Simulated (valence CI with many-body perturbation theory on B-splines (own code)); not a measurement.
**Forbidden lines of Mn²⁰⁺**

Level of theory: configuration interaction combined with many-body perturbation theory (CI+MBPT): three valence electrons over a frozen Dirac-Fock core [He], radial functions for each j: 11 s, 11 p, 10 d, 8 f, 5 g, 2 h, with the one-electron correlation potential Σ1 (screened to all orders), the two-electron term Σ2, the three-electron term Σ3, Breit, model QED; selected single and double excitations, second order for the rest, scaled by the run's own slope (own B-spline code, finite nucleus).

No measured spectrum was set against this ion. As an estimate, levels of excited configurations hold to 0.05 to 0.15 % of their energy, terms of the ground configuration to about 0.5 %.

Lines 1 to 16 of 16 in falling wavelength, among levels below 10979 × 10³ cm⁻¹, chosen from the decays that carry over 1 % of a level's rate. Wavelengths and rates use the calculated energies, so an error of 700 cm⁻¹ moves a line at 13.63 Å by 0.0095 % and its rate by three times that or more. Electric multipoles are in the length gauge, E1 and E2 with the static RPA response of the core. Weak lines are less certain than strong ones. Lines between different terms over intervals too small for the method are left out, as are lines whose strength nearly cancels.

Names give the largest LS component (configuration and term), which can be under half, so a name can repeat, a term be missing and a line seem to break the LS rules; names also repeat where a configuration has a term twice.

```tsv
λ vac (Å)	Upper	Lower	Type	A (s⁻¹)	Branch %
1006	2s2.2p 2P°_3/2	2s2.2p 2P°_1/2	M1	8.85e+03	100.0
13.63	2s.2p.3p 4D_7/2	2s.2p2 2D_5/2	E2	7.40e+07	1.7
13.38	2s.2p.3d 4F°_9/2	2s.2p2 2D_5/2	M2	8.54e+06	2.0
13.35	2s2.3p 2P°_1/2	2s2.2p 2P°_3/2	E2	2.97e+09	1.6
13.32	2s.2p.3p 4D_5/2	2s.2p2 4P_5/2	E2	1.28e+09	3.3
13.21	2s.2p.3p 4D_7/2	2s.2p2 4P_5/2	E2	1.75e+09	40.3
13.16	2s.2p.3p 4D_5/2	2s.2p2 4P_1/2	E2	1.53e+09	3.9
13.13	2s.2p.3p 4D_7/2	2s.2p2 4P_3/2	E2	1.24e+09	28.4
12.75	2p2.3d 4D_7/2	2s.2p2 2P_3/2	E2	9.72e+08	4.7
12.40	2p2.3d 4F_9/2	2s.2p2 2D_5/2	E2	2.48e+08	1.3
12.40	2p2.3d 4D_7/2	2s.2p2 2D_5/2	E2	1.12e+09	5.5
12.19	2p2.3d 2G_9/2	2s.2p2 2D_5/2	E2	7.48e+09	59.5
12.05	2p2.3d 4F_9/2	2s.2p2 4P_5/2	E2	8.05e+09	43.2
12.05	2p2.3d 4D_7/2	2s.2p2 4P_5/2	E2	5.22e+09	25.4
12.03	2p2.3d 4F_7/2	2s.2p2 4P_3/2	E2	7.65e+09	2.7
11.86	2p2.3d 2G_9/2	2s.2p2 4P_5/2	E2	3.26e+08	2.6
```
